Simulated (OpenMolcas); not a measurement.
An atom or ion with 33 electrons was computed by SS-CASPT2, IPEA 0.25 Eh, imaginary shift 0.1 Eh with spin-orbit coupling (OpenMolcas, ANO-RCC-VQZP, DKH2). The lowest levels that the run gave, each within 12 % of the measured value where one is at hand:

```json
{"J": "3/2", "Parity": "odd", "E (eV)": "0.0000", "g": "1.998"}
{"J": "3/2", "Parity": "odd", "E (eV)": "1.735", "g": "0.825"}
{"J": "5/2", "Parity": "odd", "E (eV)": "1.799", "g": "1.200"}
{"J": "1/2", "Parity": "odd", "E (eV)": "2.947", "g": "0.666"}
{"J": "3/2", "Parity": "odd", "E (eV)": "3.023", "g": "1.314"}
{"J": "5/2", "Parity": "even", "E (eV)": "10.586", "g": "1.600"}
{"J": "3/2", "Parity": "even", "E (eV)": "10.771", "g": "1.734"}
{"J": "1/2", "Parity": "even", "E (eV)": "10.867", "g": "2.669"}
```

Problem. Which ion is it, and what are the configurations and terms?

Solution. Se+ (Z = 34, charge +1; active space 5 electrons in 8 orbitals (4s 4p 5s 5p)). J, parity and g give the terms where levels are pure, and mixed ones are named by the computed weights; the size of the splittings, set against known spectra of the 33-electron sequence, gives the charge. In order, with the measured energies in eV (NIST Handbook of Basic Atomic Spectroscopic Data): 4s² 4p³ ⁴S°_3/2, 4s² 4p³ ²D°_3/2 (1.6326), 4s² 4p³ ²D°_5/2 (1.7090), 4s² 4p³ ²P°_1/2 (2.8564), 4s² 4p³ ²P°_3/2 (2.9626), 4s 4p⁴ ⁴P_5/2 (10.3994), 4s 4p⁴ ⁴P_3/2 (10.6105), 4s 4p⁴ ⁴P_1/2 (10.7169).

Term energies are means over components that CASPT2 splits; among the terms shown or strongly mixed into the levels shown the widest spread is 100 cm-1 (4s² 4p³ ²D°). Over all roots computed the reference weight is 0.84 to 0.96; the roots of lowest weight are the least certain, and an intruder state may touch them. Active for correlation alone: 5p 5s; no level in the range computed is led by a configuration that fills them, so any true level of that kind is missing. Terms of s pⁿ other than that of highest spin mix with s² pⁿ⁻² d, which this space lacks; all of them can be thousands of cm-1 off, and some have no real level of that name. Computed and measured levels are paired by configuration, term and J; levels that our copy of the source lacks, or whose pairing is in doubt (as where it misses far off the trend of its configuration), stay unpaired and out of the deviations. Only configurations of the active space appear.

° marks odd parity.
